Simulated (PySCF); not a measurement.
Sb³³⁺ (antimony, charge +33): Hartree-Fock from Schrödinger to Dirac-Coulomb-Breit

Occupied: 1s1/2, 2s1/2, 2p1/2, 2p3/2, 3s1/2, 3p1/2, 3p3/2. Hartree-Fock calculated with PySCF 2.14 in an uncontracted even-tempered set (17 s from 2.6 bohr⁻², ratio 2.7; 13 p from 3.1 bohr⁻², ratio 2.7), Gaussian nucleus throughout. NR is non-relativistic, sf-X2C the spin-free one-electron X2C Hamiltonian, X2C adds the bare one-electron spin-orbit term, X2C-SNSO screens it by Boettger's factors, DC is four-component Dirac-Coulomb, and the Gaunt and Breit terms are added at first order (total energies over the DC spinors, levels after relaxing the spinors in that mean field). QED terms are absent. Levels marked empty are virtual spinors of this ion; the basis has s and p functions only, so 3d, which can lie below the n = 4 levels, is absent.

| Hamiltonian | E (hartree) |
| --- | --- |
| NR | -5496.5116 |
| sf-X2C | -5659.1515 |
| X2C | -5660.9644 |
| X2C-SNSO | -5660.8204 |
| DC | -5662.4130 |
| DC+Gaunt | -5657.5305 |
| DC+Breit | -5658.0044 |

```tsv
level (eV)	NR	sf-X2C	X2C	X2C-SNSO	DC	DC+Gaunt	DC+Breit
1s1/2	-31258.7	-32372.4	-32369.7	-32369.9	-32396.6	-32322.8	-32328.1
2s1/2	-6150.1	-6440.4	-6439.6	-6439.7	-6442.8	-6435.5	-6436.0
2p1/2	-5871.1	-5956.1	-6141.9	-6134.1	-6135.1	-6123.0	-6124.3
2p3/2	-5871.1	-5956.1	-5872.2	-5875.4	-5877.9	-5869.3	-5870.5
3s1/2	-2294.2	-2375.1	-2374.9	-2374.9	-2375.6	-2374.0	-2374.1
3p1/2	-2180.5	-2210.6	-2254.2	-2252.3	-2252.6	-2249.8	-2250.2
3p3/2	-2180.5	-2210.6	-2190.8	-2191.5	-2192.0	-2190.1	-2190.5
4s1/2 (empty)	-1121.6	-1150.8	-1150.7	-1150.7	-1150.9	-1150.4	-1150.4
4p1/2 (empty)	-1081.1	-1093.5	-1108.4	-1107.7	-1107.8	-1106.9	-1107.0
4p3/2 (empty)	-1081.1	-1093.5	-1086.8	-1087.0	-1087.2	-1086.5	-1086.6
```

Q: How large are the two-electron picture-change error of X2C and the Breit correction in the total energy?

A: X2C-1e lies 1.4486 hartree above Dirac-Coulomb; Gaunt adds 4.8825 and the full Breit term 4.4087 hartree.

```json
{"interval (eV)": "2p3/2 − 2p1/2", "X2C": "269.8", "X2C-SNSO": "258.7", "DC": "257.2", "DC+Gaunt": "253.7", "DC+Breit": "253.7"}
{"interval (eV)": "3p3/2 − 3p1/2", "X2C": "63.41", "X2C-SNSO": "60.81", "DC": "60.52", "DC+Gaunt": "59.71", "DC+Breit": "59.71"}
{"interval (eV)": "4p3/2 − 4p1/2", "X2C": "21.60", "X2C-SNSO": "20.71", "DC": "20.63", "DC+Gaunt": "20.35", "DC+Breit": "20.35"}
```

Weight of the small component: 1s1/2 0.0352, 2s1/2 0.00765, 2p1/2 0.00760, 2p3/2 0.00727, 3s1/2 0.00271, 3p1/2 0.00263, 3p3/2 0.00255, 4s1/2 0.00118, 4p1/2 0.00118, 4p3/2 0.00114.

Koopmans' value for the highest occupied level at DC+Breit: 2190.5 eV, against an ionisation energy of 2190 ± 5 eV (theoretical estimate listed by NIST; NIST Atomic Spectra Database, ionization energies); the former lacks relaxation, correlation, QED and recoil.

The whole ladder took 51 s of wall time on 1 thread of Intel(R) Xeon(R) 6975P-C (shared host), launched as `OMP_NUM_THREADS=1 python relrun2.py TASK.json OUT` (a driver that calls PySCF for each Hamiltonian).

Dirac-Coulomb iterations, started from the X2C spinors:

```
with_ssss True, with_gaunt False, with_breit False
light speed = 137.03599967994
init E= -5646.96009699072
cycle= 1 E= -5662.41252209836  delta_E= -15.5  |g|=  1.1  |ddm|= 0.102
cycle= 2 E= -5662.41300628048  delta_E= -0.000484  |g|= 0.0205  |ddm|= 0.0112
cycle= 3 E= -5662.41300781978  delta_E= -1.54e-06  |g|= 0.00115  |ddm|= 0.000992
cycle= 4 E= -5662.41300782515  delta_E= -5.37e-09  |g|= 5.55e-06  |ddm|= 5.34e-05
```
